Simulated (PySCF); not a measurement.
## Computed properties of C₂H₈OSn, SMILES [OH][SnH2][CH2]C

Sn(H)2(Et)(OH) (C₂H₈OSn), SMILES [CH2](C)[SnH2][OH]. Coordinates come from a B3LYP-D3(BJ)/def2-SVP optimisation. The structure was generated by enumeration; whether it is a known compound was not checked. The def2 effective core potentials stand for the cores of Sn; spin–orbit coupling is left out. One conformer was computed; it need not be the lowest. All values are computed for the isolated molecule unless a solvent is named; none is compared with measurement here.

**Structure.** All 30 harmonic modes at B3LYP-D3(BJ)/def2-SVP (PySCF) are real, so it is a minimum. With heavy atoms numbered as in [SnH2:1]([OH:2])[CH2:3][CH3:4], the shortest bond between them is C3–C4 at 1.530 Å and the longest Sn1–C3 at 2.165 Å.

**Vibrations.** The strongest infrared lines (harmonic, unscaled, degenerate partners summed) lie at 1868 cm⁻¹ (245 km/mol, H 99 %), 1860 cm⁻¹ (171 km/mol, H 99 %), 617 cm⁻¹ (123 km/mol, H 88 %, O 8 %). The softest mode is at 46 cm⁻¹ and the zero-point energy is 56.9 kcal/mol.

**Electronic structure.** PBE0/def2-TZVP (PySCF) places the frontier levels at -7.91 and -0.33 eV, a gap of 7.58 eV, and gives a dipole moment of 1.41 D and a mean polarisability of 68.7 bohr³. PBE/def2-TZVP (PySCF) at the same geometry gives -6.36 and -1.12 eV, so its gap is 2.34 eV narrower. An orbital gap is neither the optical nor the fundamental gap.

**Excitations.** TDA-CAM-B3LYP/def2-SVPD (PySCF) has S1 at 6.24 eV (199 nm, f = 0.018, weak); the most intense of the 10 singlets computed lies at 7.75 eV (f = 0.41). T1 (TDA) is at 5.72 eV, 0.52 eV under S1. TDA-PBE/def2-SVPD (PySCF) puts S1 at 5.48 eV. No vertical singlet excitation falls in the visible range (under 3.1 eV).
